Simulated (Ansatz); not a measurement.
`[F][Zr]([Cl])([Cl])[Cl]` + CH₃NH₂ → `C[NH][Zr]([Cl])([Cl])[Cl]` + H–F at 298.15 K and 1 bar (ligand exchange at a Zr–F bond).

Program: Ansatz. Geometries: PBE0-D4/def2-TZVP. ΔE: electronic, gas phase. CCSD(T)/CBS is the MP2 limit (def2-TZVPP, def2-QZVPP) plus CCSD(T) − MP2 in def2-TZVPP, frozen cores. This one scheme is used for every species. def2 core potentials past Kr. For Zr outer-core shells are correlated without core-valence functions, which leaves a few kJ/mol of doubt a bond. Each species was taken in one conformer, which may not be the lowest.

```
                    species  CCSD(T)/CBS energy (Eh)  H − E (kJ/mol)  S (J/(mol·K))
  `[F][Zr]([Cl])([Cl])[Cl]`              -1526.43176            36.9          368.6
                     CH₃NH₂                -95.75281           180.0          240.4
`C[NH][Zr]([Cl])([Cl])[Cl]`              -1521.75679           178.5          434.8
                        H–F               -100.39570            33.5          173.6
```

H − E and S are ideal-gas, rigid-rotor, harmonic terms from PBE0-D4/def2-TZVP, for one conformer and one mirror image of each species. 1 Eh = 2625.50 kJ/mol, R = 8.31446 J/(mol·K).

By hand: ΔE, ΔH, ΔS and ΔG.

ΔE = (-1521.75679) + (-100.39570) − (-1526.43176) − (-95.75281) = 0.03208 Eh = 84.2 kJ/mol. Δ(H − E) = 178.5 + 33.5 − 36.9 − 180.0 = -4.9, so ΔH = 79.3 kJ/mol. ΔS = 434.8 + 173.6 − 368.6 − 240.4 = -0.6 J/(mol·K). ΔG = 79.3 − 298.15 × (-0.6)/1000 = 79.5 kJ/mol.

By hand: the equilibrium constant, and the temperature at which ΔG would vanish if ΔH and ΔS stayed fixed.

log₁₀ K = −ΔG/(RT ln 10) = -13.9. ΔH and −TΔS have one sign here, so there is no such temperature.

The number of gas molecules stays the same, so ΔS is small and ΔH decides. A doubt of 5 kJ/mol in ΔE shifts log₁₀ K by 0.9 here. Other conformers and mirror images would add mixing entropy, several J/(mol·K) or more a flexible species. Modes under 60 cm⁻¹, often nearly free rotors, make the harmonic entropy too high. These are equilibria of isolated gas molecules and say nothing of rates. Largest T1 diagnostic: 0.016 (customary marks: 0.02 for closed shells, 0.045 for open ones).

ΔS is within the doubt of such terms, so its sign, and with it that verdict, could turn.
